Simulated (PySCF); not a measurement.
Molecule: In(All)2(H), C₆H₁₁In, SMILES C=C[CH2][InH][CH2]C=C. Atoms near the plane z = 1.2 Å, at the GFN2-xTB optimised geometry (x, y, z in Å): In1 (-0.7, 1.5, 0.0), C2 (1.6, 1.5, 0.0), C3 (2.0, 0.1, 0.0), H5 (1.9, 2.0, 0.9), H7 (2.1, -0.4, 0.9), C10 (-2.1, -0.4, 0.0), C11 (-1.2, -1.6, 0.0), C12 (-0.8, -2.2, 1.1), H14 (-2.7, -0.3, 0.9), H16 (-1.1, -2.0, 2.1), H17 (-0.1, -3.1, 1.0), H18 (-1.6, 3.1, 0.0).

Calculation: PBE0/def2-SVP, def2 effective core potentials past Kr (PySCF). The core electrons that the potentials of In replace are not part of the density. Cells within 0.4 Å of a nucleus heavier than hydrogen are left out (blank, or x). The values are rescaled to run from 0 to 1.

```
|111111111111111112222222211|
|111111111111111122222222211|
|111111111111111222222222111|
|111111111111111222222222111|
|111111110011122222222221111|
|111111111111222222222221111|
|111111111223443334432211111|
|111111112468864359952211111|
|111112224799996499983211111|
|222222236999997479962111111|
|222222236999997457632111111|
|222222335899996445432111111|
|222223564579974345642111111|
|222236998545543349993111111|
|222237999543221259993111111|
|222224997543100139993111111|
|111122334599610013532111111|
|111111112899991011222111111|
|11111100199x992011111111111|
|11111100099x995111111111111|
|111110000399999311111111111|
|111111000026999321111111111|
|111111000002675221111111111|
|111111100011232221111111111|
|111111111111122221111111111|
|111111111111111111111111111|
|111111111111111111111111111|
```
Scale: ten equal steps from 0.000 (start of '0') to 1.00 (end of '9'), in the order '0123456789'; x runs from -5.50 to 5.50, y from -5.50 (bottom) to 5.50 (top).

Task: Which quantity is mapped?
A) an orbital amplitude
B) log10 of the electron density
C) electrostatic potential
D) Laplacian of the electron density

Result: C, electrostatic potential. In full: electrostatic potential (hartree/e), clipped to [-0.08, 0.12].
